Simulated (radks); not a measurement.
Question: Radial electron density D(r) = 4 pi r^2 rho(r) of an atom or ion with 1 electrons. Method: scalar-relativistic Kohn-Sham, PBEsol, spin-polarised, spherical densities, finite nucleus; Fermi nuclear charge, rms radius of each element as measured or else 0.836 A^(1/3) + 0.57 fm; computed with a radial shooting solver on a logarithmic mesh with Libxc functionals.

```
   r/bohr * D(r) (the largest magnitude, 30.4, reaches the edge; | marks zero)
 0.001247 | *
 0.001351 |  *
 0.001452 |  *
 0.001572 |   *
  0.00169 |   *
 0.001816 |    *
 0.001967 |    *
 0.002114 |     *
 0.002272 |      *
 0.002461 |       *
 0.002645 |       *
 0.002842 |        *
 0.003079 |          *
 0.003309 |           *
 0.003585 |            *
 0.003852 |              *
  0.00414 |               *
 0.004485 |                 *
 0.004819 |                   *
 0.005179 |                     *
  0.00561 |                        *
 0.006029 |                          *
 0.006479 |                            *
 0.007019 |                               *
 0.007543 |                                 *
 0.008171 |                                    *
 0.008781 |                                       *
 0.009437 |                                         *
  0.01022 |                                            *
  0.01099 |                                              *
  0.01181 |                                                *
  0.01279 |                                                  *
  0.01374 |                                                    *
  0.01489 |                                                     *
    0.016 |                                                      *
   0.0172 |                                                      *
  0.01863 |                                                      *
  0.02002 |                                                     *
  0.02151 |                                                   *
   0.0233 |                                                 *
  0.02504 |                                              *
  0.02691 |                                           *
  0.02916 |                                       *
  0.03133 |                                   *
  0.03394 |                              *
  0.03648 |                          *
   0.0392 |                      *
  0.04246 |                  *
  0.04563 |              *
  0.04904 |           *
  0.05312 |        *
  0.05709 |      *
  0.06135 |    *
  0.06646 |  *
  0.07142 | *
  0.07737 |*
  0.08315 |*
  0.08936 *
   0.0968 *
    0.104 *
```

What is the nuclear charge?

Answer: Z = 54. The innermost maximum, from 1s, lies near gamma/Z bohr with gamma = sqrt(1 - (Z/c)^2) = 0.919, here 0.017 bohr (found: 0.0171), and its height grows with Z. The density is that of the xenon ion Xe53+ in 1s1; the configuration itself is not fixed sharply by these data, and Z only to a few units. D(r) has 1 maximum, at r = 0.0171 bohr.
